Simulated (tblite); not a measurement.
Species: C6H11OP.
Geometry (GFN2-xTB, Å), atoms numbered from 1 in this order:
```xyz
19
C6H11OP angstrom
C      2.853    0.693    0.202
C      1.626    0.306    0.507
P      0.645   -0.552   -0.750
O      1.348   -0.828   -2.006
C     -0.342   -1.868    0.114
C     -1.497   -0.872    0.321
C     -1.081    0.162   -0.746
C     -1.325    1.624   -0.432
H      3.500    1.202    0.900
H      3.244    0.498   -0.784
H      1.181    0.468    1.477
H     -0.593   -2.650   -0.603
H      0.056   -2.329    1.015
H     -1.455   -0.429    1.316
H     -2.490   -1.297    0.175
H     -1.522   -0.094   -1.716
H     -0.915    1.886    0.541
H     -2.393    1.838   -0.426
H     -0.851    2.254   -1.182
```

Computed values, GFN2-xTB/tblite, gas phase, harmonic and unscaled. Against measured fundamentals such values can be off by several per cent, at times by over 20. One conformer, not necessarily the lowest.

Harmonic wavenumbers (cm⁻¹): 70.8, 95.3, 148.3, 178.2, 188.4, 215.2, 260.2, 332.8, 369.6, 407.8, 536.0, 553.6, 642.3, 688.0, 756.1, 772.8, 891.9, 907.6, 923.1, 973.0, 982.5, 1002.9, 1011.6, 1015.4, 1122.3, 1139.0, 1154.1, 1185.5, 1208.7, 1222.9, 1251.4, 1282.0, 1305.9, 1376.2, 1408.5, 1433.1, 1486.8, 1493.9, 1495.1, 1656.9, 2917.8, 2980.0, 2992.6, 3001.8, 3009.6, 3011.4, 3025.3, 3031.6, 3064.9, 3080.5, 3111.4.

A = 2344, B = 1464, C = 1263 MHz; mass 130.055 u (most abundant isotopes); point group C1, symmetry number 1.

Problem. Zero-point energy?

Solution. Half the sum of the wavenumbers: 34186 cm⁻¹ = 97.74 kcal/mol.

Problem. What is S at 400 K and 1 bar for an ideal gas of classical rigid rotors and harmonic oscillators?

Solution. Translation 41.99, rotation 29.57, vibration 35.49: S = 107.1 cal/(mol K).

Problem. And Cp and H(400 K) − H(0)?

Solution. Cp = 47.10 cal/(mol K), of which vibrations give 39.15 (their classical limit is 51 R = 101.3); H(400 K) − H(0) = 10.89 kcal/mol without the zero-point energy, 7.71 from vibrations.

Problem. What must be added to the electronic energy to get the Gibbs energy at 400 K and 1 bar?

Solution. ZPE + [H(400 K) − H(0)] − T·S = 97.74 + 10.89 − 42.82 = 65.81 kcal/mol.

Problem. Which modes carry the vibrational entropy at 400 K?

Solution. 70.8 cm⁻¹: 4.71; 95.3 cm⁻¹: 4.12; 148.3 cm⁻¹: 3.26; 178.2 cm⁻¹: 2.90; 188.4 cm⁻¹: 2.80; 215.2 cm⁻¹: 2.55 cal/(mol K); the other 45 give 15.15 together.

Problem. Blend soft modes into free rotors: weight 1/[1 + (100 cm⁻¹/ν̃)⁴] for the oscillator and the rest for a rotor with moment μB/(μ + B), μ = h/(8π²ν), B = 10⁻⁴⁴ kg m². What vibrational entropy results?

Solution. 33.87 cal/(mol K) in place of 35.49, which changes −T·S at 400 K by +0.65 kcal/mol.

Hindered rotation and anharmonicity are outside this model. Other conformers, if any are populated, would add a mixing term that is left out. The structure is chiral; the term R ln 2 for an equal mix with its mirror image is left out.
